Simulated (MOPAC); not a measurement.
Job for MOPAC: PM6 on CH8SSi (a complex), monomers drawn apart or pushed together.

```
PM6 1SCF PRECISE CHARGE=0 THREADS=1
CH8SSi

S     -0.00899415 1    -0.53450535 1     0.30545501 1
H     -0.02062415 1    -1.57213420 1     1.15728415 1
H     -1.14679066 1    -0.03469494 1     0.81338900 1
C      1.17248852 1     1.45682073 1     5.36568598 1
Si    -0.34613416 1     0.42375192 1     5.72962531 1
H      2.03108869 1     1.10109400 1     5.93814722 1
H      1.00263970 1     2.50310467 1     5.62622078 1
H      1.41944698 1     1.40187803 1     4.30455686 1
H     -0.11772116 1    -0.99896807 1     5.37300881 1
H     -1.51402575 1     0.90445563 1     4.94960622 1
H     -0.70039800 1     0.48418533 1     7.16911261 1
```

The log:

```
*******************************************************************************
 **                                                                           **
 **                              MOPAC v23.2.5                                **
 **                                                                           **
 *******************************************************************************
 ** MOPAC's Digital Object Identifier: https://doi.org/10.5281/zenodo.6511958 **
 **                                                                           **
 ** Please cite the open-source release paper for use of this MOPAC version:  **
 ** J. E. Moussa and J. J. P. Stewart (2026)                                  **
 ** MOPAC: An open-source semiempirical molecular orbital program             **
 ** J. Open Source Softw., 11(119), 8025, https://doi.org/10.21105/joss.08025 **
 *******************************************************************************

                              PM6 CALCULATION RESULTS

 *******************************************************************************
 *  PM6        - The PM6 Hamiltonian to be used
 *
 *
 *
 *                 CHARGE ON SYSTEM = 0
 *
 *
 *
 *  PRECISE    - TIGHTER CRITERIA TO BE USED
 *  1SCF       - DO 1 SCF AND THEN STOP
 *  THREADS=1  - MULTI-THREADING NOT USED
 *  T=         - A TIME OF 172800.0 SECONDS REQUESTED
 *  DUMP=N     - RESTART FILE WRITTEN EVERY 7200.0 SECONDS REQUESTED
 *******************************************************************************
PM6 1SCF PRECISE CHARGE=0 THREADS=1
 CH8SSi

   ATOM   CHEMICAL          X               Y               Z
  NUMBER   SYMBOL      (ANGSTROMS)     (ANGSTROMS)     (ANGSTROMS)

     1       S         -0.00899415  *  -0.53450535  *   0.30545501  *
     2       H         -0.02062415  *  -1.57213420  *   1.15728415  *
     3       H         -1.14679066  *  -0.03469494  *   0.81338900  *
     4       C          1.17248852  *   1.45682073  *   5.36568598  *
     5      Si         -0.34613416  *   0.42375192  *   5.72962531  *
     6       H          2.03108869  *   1.10109400  *   5.93814722  *
     7       H          1.00263970  *   2.50310467  *   5.62622078  *
     8       H          1.41944698  *   1.40187803  *   4.30455686  *
     9       H         -0.11772116  *  -0.99896807  *   5.37300881  *
    10       H         -1.51402575  *   0.90445563  *   4.94960622  *
    11       H         -0.70039800  *   0.48418533  *   7.16911261  *



          CARTESIAN COORDINATES

    NO.       ATOM           X           Y           Z

     1         S         -0.0090     -0.5345      0.3055
     2         H         -0.0206     -1.5721      1.1573
     3         H         -1.1468     -0.0347      0.8134
     4         C          1.1725      1.4568      5.3657
     5        Si         -0.3461      0.4238      5.7296
     6         H          2.0311      1.1011      5.9381
     7         H          1.0026      2.5031      5.6262
     8         H          1.4194      1.4019      4.3046
     9         H         -0.1177     -0.9990      5.3730
    10         H         -1.5140      0.9045      4.9496
    11         H         -0.7004      0.4842      7.1691

 General Reference for PM6:
 "Optimization of Parameters for Semiempirical Methods V: Modification of NDDO Approximations
 and Application to 70 Elements", J. J. P. Stewart, J. Mol. Mod., 13, 1173-1213 (2007)
 URL: https://link.springer.com/article/10.1007/s00894-007-0233-4

           Empirical Formula: C H8 S Si  =    11 atoms



      MOLECULAR POINT GROUP   :   Cs


      RHF CALCULATION, NO. OF DOUBLY OCCUPIED LEVELS = 11


 -------------------------------------------------------------------------------
 PM6 1SCF PRECISE CHARGE=0 THREADS=1
 CH8SSi



     1SCF WAS SPECIFIED, SO BFGS WAS NOT USED
     SCF FIELD WAS ACHIEVED


                              PM6 CALCULATION
                                                       MOPAC v23.2.5 Linux




          FINAL HEAT OF FORMATION =        -12.30794 KCAL/MOL =     -51.49644 KJ/MOL


          COSMO AREA              =        153.83 SQUARE ANGSTROMS
          COSMO VOLUME            =        136.36 CUBIC ANGSTROMS

          IONIZATION POTENTIAL    =          9.429100 EV
          HOMO LUMO ENERGIES (EV) =         -9.429  0.443
          NO. OF FILLED LEVELS    =         11
          MOLECULAR WEIGHT        =         80.2197         POINT GROUP:  Cs

          MOLECULAR DIMENSIONS (Angstroms)

            Atom       Atom       Distance
            H    11    S     1     6.97320
            H     6    H     3     3.70003
            H     9    H     7     3.29025


          SCF CALCULATIONS        =          1





   ATOM   CHEMICAL          X               Y               Z
  NUMBER   SYMBOL      (ANGSTROMS)     (ANGSTROMS)     (ANGSTROMS)

     1       S         -0.00899415  *  -0.53450535  *   0.30545501  *
     2       H         -0.02062415  *  -1.57213420  *   1.15728415  *
     3       H         -1.14679066  *  -0.03469494  *   0.81338900  *
     4       C          1.17248852  *   1.45682073  *   5.36568598  *
     5      Si         -0.34613416  *   0.42375192  *   5.72962531  *
     6       H          2.03108869  *   1.10109400  *   5.93814722  *
     7       H          1.00263970  *   2.50310467  *   5.62622078  *
     8       H          1.41944698  *   1.40187803  *   4.30455686  *
     9       H         -0.11772116  *  -0.99896807  *   5.37300881  *
    10       H         -1.51402575  *   0.90445563  *   4.94960622  *
    11       H         -0.70039800  *   0.48418533  *   7.16911261  *

                             CARTESIAN COORDINATES

   1    S       -0.008994150    -0.534505350     0.305455010
   2    H       -0.020624150    -1.572134200     1.157284150
   3    H       -1.146790660    -0.034694940     0.813389000
   4    C        1.172488520     1.456820730     5.365685980
   5   Si       -0.346134160     0.423751920     5.729625310
   6    H        2.031088690     1.101094000     5.938147220
   7    H        1.002639700     2.503104670     5.626220780
   8    H        1.419446980     1.401878030     4.304556860
   9    H       -0.117721160    -0.998968070     5.373008810
  10    H       -1.514025750     0.904455630     4.949606220
  11    H       -0.700398000     0.484185330     7.169112610


           Empirical Formula: C H8 S Si  =    11 atoms



      MOLECULAR POINT GROUP   :   Cs


                  EIGENVALUES
 -30.25527 -25.01861 -18.02671 -14.50269 -14.06349 -14.04637 -11.79723 -11.30193
 -11.29198 -11.09712  -9.42910   0.44270   0.52386   1.12941   1.14187   1.24919
   1.85437   1.85512   2.07162   2.18176   2.20226   2.87361   3.07355   3.82863
   4.47357   4.66083   4.68133   5.87491   5.89400   7.08278


              NET ATOMIC CHARGES AND DIPOLE CONTRIBUTIONS

  ATOM NO.   TYPE          CHARGE      No. of ELECS.   s-Pop       p-Pop       d-Pop
    1          S          -0.364656        6.3647     1.91893     4.30281     0.14292
    2          H           0.182341        0.8177     0.81766
    3          H           0.182335        0.8177     0.81766
    4          C          -0.812545        4.8125     1.07830     3.73424
    5         Si           0.234407        3.7656     1.20346     1.95917     0.60296
    6          H           0.199169        0.8008     0.80083
    7          H           0.199170        0.8008     0.80083
    8          H           0.200906        0.7991     0.79909
    9          H          -0.008072        1.0081     1.00807
   10          H          -0.008074        1.0081     1.00807
   11          H          -0.004982        1.0050     1.00498
 DIPOLE           X         Y         Z       TOTAL
 POINT-CHG.    -1.620    -0.887     1.346     2.285
 HYBRID         1.272     0.837    -0.430     1.582
 SUM           -0.348    -0.050     0.916     0.981


          ATOMIC ORBITAL ELECTRON POPULATIONS

     Atom    s        px        py        pz      x^2-y^2     xz        z^2       yz        xy
    1  S   1.91893   1.39319   1.34632   1.56330   0.03542   0.02520   0.00817   0.05491   0.01921
    2  H   0.81766
    3  H   0.81766
    4  C   1.07830   1.28879   1.24021   1.20524
    5 Si   1.20346   0.58822   0.65738   0.71357   0.16477   0.12982   0.17134   0.03958   0.09743
    6  H   0.80083
    7  H   0.80083
    8  H   0.79909
    9  H   1.00807
   10  H   1.00807
   11  H   1.00498

 **********************
 *                    *
 * JOB ENDED NORMALLY *
 *                    *
 **********************




 == MOPAC DONE ==
```

The run finished.

Cost: around 0.04 core-seconds (rough).
